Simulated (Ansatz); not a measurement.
Consider the cleavage of the Si–Si bond: `[SiH3][SiH2]N[SiH2]Cl` + arsine → `[SiH3][AsH2]` + `[SiH3]N[SiH2]Cl`.

Program: Ansatz. Geometries: PBE0-D4/def2-TZVP. ΔE: electronic, gas phase. CCSD(T)/CBS adds triple-zeta CCSD(T) − MP2 to the extrapolated MP2 energy (def2 sets, frozen cores). DFT in def2-TZVPP. B3LYP here is the variant with VWN-RPA as its local correlation; programs differ in this. HSE06 is defined as in plane-wave codes. For As outer-core shells are correlated without core-valence functions, which leaves a few kJ/mol of doubt a bond. Scalar relativity is left out up to krypton. One conformer a species, not always the lowest.

`[SiH3][SiH2]N[SiH2]Cl`:

```xyz
13

Si   -0.667   -0.782    1.731
Si    1.157   -0.748    0.261
N     0.755    0.096   -1.207
Si   -0.585    1.114   -1.491
Cl   -0.324    3.033   -0.777
H    -1.814   -1.540    1.164
H    -0.212   -1.462    2.974
H    -1.114    0.594    2.073
H     1.566   -2.143   -0.063
H     2.316   -0.112    0.951
H     1.493    0.145   -1.898
H    -1.754    0.565   -0.770
H    -0.815    1.240   -2.946
```

`[AsH3]`:

Cartesian coordinates in Å:
```
As -0.340 -0.283 0.457
H 0.229 -1.012 -0.752
H -0.864 0.853 -0.409
H 0.975 0.442 0.704
```

`[SiH3][AsH2]`:

```xyz
7

Si   -0.705    0.103   -0.485
As    0.700   -0.592    1.286
H    -1.822    0.896    0.092
H    -1.264   -1.108   -1.139
H    -0.003    0.925   -1.505
H     1.298    0.801    1.431
H     1.795   -1.024    0.319
```

`[SiH3]N[SiH2]Cl`:

Z-matrix (Å, degrees):
```
Si
N 1 1.734
H 1 1.484 2 106.6
H 1 1.487 2 112.3 3 120.0
H 1 1.487 2 110.5 3 -119.6
Si 2 1.708 1 127.5 3 -13.2
H 2 1.011 1 116.1 3 179.3
Cl 6 2.065 2 113.2 1 -84.2
H 6 1.479 2 109.4 1 157.8
H 6 1.477 2 108.8 1 33.9
```

Q: Is it downhill or uphill in electronic energy at CCSD(T)/CBS, and by how much? (Best estimate.)

A: Ansatz gave: Downhill: ΔE = -32.4 kJ/mol.

Q: What do these levels give: LDA (SPW92), BLYP-D4, B97M-V, B3LYP-D4, r2SCAN0-D4, HSE06-D4, MP2/def2-SVP, SCS-MP2/def2-TZVPP, CCSD/def2-TZVPP, CCSD(T)/def2-TZVPP, HF/def2-QZVPP, MP2/CBS(def2)? (Best estimate.)

A: Ansatz gave: LDA (SPW92) -20.6, BLYP-D4 -26.2, B97M-V -22.6, B3LYP-D4 -28.3, r2SCAN0-D4 -30.6, HSE06-D4 -25.9, MP2/def2-SVP -33.7, SCS-MP2/def2-TZVPP -38.2, CCSD/def2-TZVPP -32.3, CCSD(T)/def2-TZVPP -30.9, HF/def2-QZVPP -43.0, MP2/CBS(def2) -39.7 kJ/mol.

Largest T1 diagnostic among the species: 0.011.

In def2-TZVPP, CCSD(T) changes the Hartree–Fock value by +12.0 kJ/mol (the triples alone add +1.4 kJ/mol) and MP2 by +4.7 kJ/mol. The D4 term adds +7.3 kJ/mol with B3LYP and +4.5 kJ/mol with PBE0; it sums over pairs of atoms, weighted by their polarisabilities, and B3LYP, whose exchange is more repulsive, gets the larger term. At CCSD(T), def2-SVP lies +5.2 kJ/mol from the extrapolated value and def2-TZVPP +1.5 kJ/mol.
